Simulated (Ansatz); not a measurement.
Compare A (`C=C=[Se]`) with its isomer B (`C1=C[Se]1`).

Isolated molecules relaxed with PBE0-D4/def2-TZVP in Ansatz; ΔE leaves out vibrations. CCSD(T)/CBS adds triple-zeta CCSD(T) − MP2 to the extrapolated MP2 energy (def2 sets, frozen cores). Functionals use def2-TZVPP. B3LYP here is the variant with VWN-RPA as its local correlation; programs differ in this. For Se outer-core shells are correlated without core-valence functions, which leaves a few kJ/mol of doubt a bond. Scalar relativity is left out up to krypton.

A:

```xyz
5

C     0.494   -0.003   -0.402
C    -0.514    0.003    0.419
Se   -1.828    0.010    1.489
H     1.330   -0.677   -0.250
H     0.518    0.667   -1.256
```

B:

Z-matrix (Å, degrees):
```
C
Se 1 1.981
C 1 1.271 2 71.3
H 1 1.075 2 137.8 3 180.0
H 3 1.075 1 150.9 2 180.0
```

Which isomer does CCSD(T)/CBS put lower? Give the gap. (Estimate.)

Computed: A, by 22.7 kcal/mol.

Give E(B) − E(A) in kcal/mol with LDA (SPW92), MP2/def2-TZVPP, PBE-D4, CCSD(T)/def2-TZVPP, B3LYP, r2SCAN-D4, PBE0-D4. (Estimate.)

Computed: LDA (SPW92) 24.5, MP2/def2-TZVPP 22.0, PBE-D4 25.1, CCSD(T)/def2-TZVPP 23.3, B3LYP 26.4, r2SCAN-D4 26.8, PBE0-D4 23.3. None reverses the order clearly.

Does the order hold for the free energy at 298.15 K (harmonic terms from PBE0-D4)? (Best estimate.)

The calculation gave: Yes: G(B) − G(A) = +22.5 kcal/mol.

Largest T1 diagnostic: 0.016.

At CCSD(T), def2-SVP lies +4.0 kcal/mol from the extrapolated value and def2-TZVPP +0.5 kcal/mol. From BLYP to BHLYP (50 % exact exchange), in def2-TZVPP and without D4, E(B) − E(A) moves by −3.1 kcal/mol.
